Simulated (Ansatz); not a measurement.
Reaction (ligand exchange at the Si–C bond): `CNC(=O)[SiH3]` + `OB(O)F` → `OB(F)O[SiH3]` + `CNC=O`

Gas-phase electronic energies from Ansatz, PBE0-D4/def2-TZVP geometries. CCSD(T)/CBS is the MP2 limit (def2-TZVPP, def2-QZVPP) plus CCSD(T) − MP2 in def2-TZVPP, frozen cores. Functionals use def2-TZVPP. Each species was taken in one conformer, which may not be the lowest.

```
      level  ΔE (kJ/mol)
LDA (SPW92)        -85.6
     r2SCAN       -100.9
```

(1) What does CCSD(T)/CBS give? (Best estimate.)

Largest T1 diagnostic among the species: 0.016.

Answers

(1) Computed: -104.1 kJ/mol. The listed levels differ from it by 18.5, 3.2 kJ/mol.

From BLYP to BHLYP (50 % exact exchange), in def2-TZVPP and without D4, ΔE moves by −17.5 kJ/mol. At CCSD(T), def2-SVP lies +6.1 kJ/mol from the extrapolated value and def2-TZVPP −0.7 kJ/mol. In def2-TZVPP, CCSD(T) changes the Hartree–Fock value by +27.0 kJ/mol (the triples alone add +4.9 kJ/mol) and MP2 by +24.1 kJ/mol.

CCSD(T)/CBS has its own doubt, a few kJ/mol and more with outer-core shells, so smaller differences from it don't rank the levels.
